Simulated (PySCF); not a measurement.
Caution: the highest occupied level lies above zero, a sign of self-interaction error and of too few diffuse functions.

B3LYP has the VWN-RPA correlation part, as in Gaussian. Delta-SCF ions had no search for a lower state. 

**H$_{4}$NSi, SMILES `[SiH3][NH-]` (charge -1, multiplicity 1)**

Computed with B3LYP-D3(BJ)/def2-TZVPD (PySCF).

```json
{
  "HOMO": "0.02 eV",
  "vertical detachment energy (Delta-SCF)": "2.27 eV",
  "total_energy": "-346.7232 Ha",
  "cost": "about 28 core-seconds (a rough figure)"
}
```

Bonded distances (Å): N1–Si2 1.660, N1–H3 1.017, Si2–H4 1.535, Si2–H5 1.509, Si2–H6 1.535. Bond angles (°): Si2–N1–H3 115.9, N1–Si2–H4 120.5, N1–Si2–H5 110.4, N1–Si2–H6 120.5, H4–Si2–H5 101.9, H4–Si2–H6 98.7, H5–Si2–H6 101.9.
Charge -1, spin multiplicity 1.
